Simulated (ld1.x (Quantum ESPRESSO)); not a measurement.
## Before and after: TM potential for Pb (Z = 82)

| Property | Result |
| --- | --- |
| Element | Pb |
| Generator | ld1.x (Quantum ESPRESSO) 7.5 |
| Type | norm-conserving Troullier–Martins (Kleinman–Bylander form) |
| Functional | PBEsol |
| Relativity | fully relativistic |
| Frozen core | [Xe] 4f14 |
| Valence charge | 14 |
| Reference configuration | 5d10 6s2 6p2 |
| Partial waves | 6p (bound): rc 2.70 bohr; 5d (bound): rc 1.75 bohr; 6s (bound): rc 2.15 bohr |
| Local potential | the s channel |
| Core correction | Bessel-smoothed model core inside 1.30 bohr |

Open shells are filled in proportion to 2j + 1 (rel_dist='average').

Change: wave 5d (bound): rc 1.75 bohr becomes 5d (bound): rc 1.26 bohr.

Cutoffs: the cutoffs (Ry, on a coarse ladder) from which the occupation-weighted sum of valence levels, in a spherical-Bessel basis at the reference potential, stays within 10 and 1 mRy of its value at 400 Ry; they do not see the model core or the augmentation charge, which bear on the density cutoff. Errors are all-electron minus pseudo energies relative to the spin-unpolarised reference configuration.

Q: How do hardness, ghosts and transferability respond?

A: The potential gets harder (55 Ry and 90 Ry → 80 Ry and 100 Ry); the errors of the 7 common tests hardly move; neither file shows a bound ghost. A smaller radius makes the pseudo-wave follow the all-electron one further in, where it bends more sharply, so more plane waves are needed.

| quantity | base | changed |
| --- | --- | --- |
| cutoff, loose | 55 Ry | 80 Ry |
| cutoff, tight | 90 Ry | 100 Ry |
| bound ghosts | none | none |
| error for 5d10 6s2 6p1, meV [ΔE 6.72 eV] | -0.2 | -0.1 |
| error for 5d10 6s2 6p0, meV [ΔE 20.33 eV] | -7.9 | -7.8 |
| error for 5d10 6s1 6p0, meV [ΔE 52.81 eV] | -28 | -27 |
| error for 5d10 6s2 6p1.5, meV [ΔE 2.56 eV] | 0.0 | +0.1 |
| error for 5d10 6s2 6p2.3, meV [ΔE -0.84 eV] | -0.1 | -0.1 |
| error for 5d10 6s0 6p0, meV [ΔE 95.51 eV] | -92 | -91 |
| error for 5d10 6s1 6p3, meV [ΔE 8.60 eV] | -2.8 | -2.8 |
| s: phases at 2.97 bohr within 0.05 rad from the reference energy up to (Ry; the scan ends near 5) | 1.7 | 1.7 |
| p1/2: phases at 2.97 bohr within 0.05 rad from the reference energy up to (Ry; the scan ends near 5) | 2.5 | 2.5 |
| p3/2: phases at 2.97 bohr within 0.05 rad from the reference energy up to (Ry; the scan ends near 5) | 2.6 | 2.6 |
| d3/2: phases at 2.97 bohr within 0.05 rad from the reference energy up to (Ry; the scan ends near 5) | 0.5 | 0.5 |
| d5/2: phases at 2.97 bohr within 0.05 rad from the reference energy up to (Ry; the scan ends near 5) | 0.6 | 0.6 |
